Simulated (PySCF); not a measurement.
From one molecule to another.

First species: C5H4FN.
SMILES: `[H]/N=C\C(F)=C\C#C`

Second species: C6H6FN.
InChI=1S/C6H6FN/c7-5-3-1-2-4-6(5)8/h1-4H,8H2

Levels: wB97X-D/def2-SVPD for dipole moment, HOMO energy, LUMO energy, HOMO–LUMO gap, static isotropic polarisability and electronic spatial extent ⟨r²⟩ about the centre of nuclear charge; TDDFT wB97X-D/def2-SVPD for lowest singlet excitation; PBE0-D3(BJ)/def2-SVP for rotational constant A and rotational constant C. Geometries: PBE0-D3(BJ)/def2-SVP. All species are isolated and taken at one optimised geometry, non-relativistic unless stated. Electronic properties by PySCF.

The conformers computed, where there is a choice (atom-mapped SMILES and torsion angles):
- `[H]/[N:7]=[CH:6]\[C:4](=[CH:3]\[C:2]#[CH:1])[F:5]`: C3–C4–C6–N7 -5°
- `[NH2:1][c:2]1[cH:3][cH:4][cH:5][cH:6][c:7]1[F:8]`: H–N1–C2–C3 163°, H–N1–C2–C3 24°

Values for the first species:

```
Dipole moment                                                     : 1.78 D
HOMO energy                                                       : -9.06 eV
LUMO energy                                                       : -0.72 eV
HOMO–LUMO gap                                                     : 8.34 eV
Lowest singlet excitation                                         : 4.45 eV
Static isotropic polarisability                                   : 74.3 au
Electronic spatial extent ⟨r²⟩ about the centre of nuclear charge : 866 bohr²
Rotational constant A                                             : 6.520 GHz
Rotational constant C                                             : 1.255 GHz
```

Problem. Estimate the same properties for the second species, and the change in each.

Solution. 
```csv
property,first,second,second less first
dipole moment,1.78 D,1.64 D,-0.14 D
HOMO energy,-9.06 eV,-7.85 eV,+1.21 eV
LUMO energy,-0.72 eV,1.49 eV,+2.21 eV
HOMO–LUMO gap,8.34 eV,9.34 eV,+1.00 eV
lowest singlet excitation,4.45 eV,4.97 eV,+0.52 eV
static isotropic polarisability,74.3 au,78.8 au,+4.5 au
electronic spatial extent ⟨r²⟩ about the centre of nuclear charge,866 bohr²,853 bohr²,-13 bohr²
rotational constant A,6.520 GHz,3.332 GHz,-3.188 GHz
rotational constant C,1.255 GHz,1.333 GHz,+0.078 GHz
```

On the first: In atomic units the dipole is 0.70 e·bohr (1 au = 2.5417 D). The principal polarisabilities are 41.8, 60.4 and 120.5 au; their mean is the isotropic value.

On the second: The dipole equals about 5.5 × 10⁻³⁰ C·m (1 D = 3.33564 × 10⁻³⁰ C·m). In wavenumbers S1 is 40100 cm⁻¹ (1 eV = 8065.54 cm⁻¹).
